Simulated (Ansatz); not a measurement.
Q: Name a neutral molecule of C, Cl, F, N, O, W and H with HOMO–LUMO gap (B3LYP/def2-TZVPP) between 5.45 and 5.75 eV and HOMO energy (ωB97M-V/def2-TZVPP) between -10.50 and -10.20 eV (Ansatz, PBE0-D4/def2-TZVP geometry).

A: `C[N]=[W](=[O])([F])[Cl]` (5.51 eV, -10.32 eV). Other molecules can fit too; these were computed, each in one conformer that needn't be the lowest.

B3LYP here is the variant with VWN-RPA as its local correlation; programs differ in this.
